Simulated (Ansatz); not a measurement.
Job for Ansatz (a first-principles code): R-PBE/def2-TZVPP on BH5OSi (SMILES BO[SiH3]), a point of a torsion scan.

Ansatz 0.2 input:
```yaml
crystal:
  periodic: [false, false, false]
  atoms:
    - {symbol: B, position_ang: [1.55635867, -0.23155190, 0.29640881]}
    - {symbol: O, position_ang: [0.26974604, 0.01450585, 0.35524694]}
    - {symbol: Si, position_ang: [-1.25934008, 0.13931699, -0.14575834]}
    - {symbol: H, position_ang: [2.08456044, -0.41811396, -0.74332142]}
    - {symbol: H, position_ang: [2.17274309, -0.25306978, 1.30070597]}
    - {symbol: H, position_ang: [-1.90475214, -1.07340336, 0.35314992]}
    - {symbol: H, position_ang: [-1.72933759, 1.37207725, 0.48225726]}
    - {symbol: H, position_ang: [-1.35903341, 0.21862041, -1.60661681]}
basis:
  gaussian:
    orbitals: def2-TZVPP
hamiltonian:
  xc: {name: PBE}
scf: {lower_state_search: off}
```

Question: What total energy does the run end on?

Answer: -392.3837 hartree.
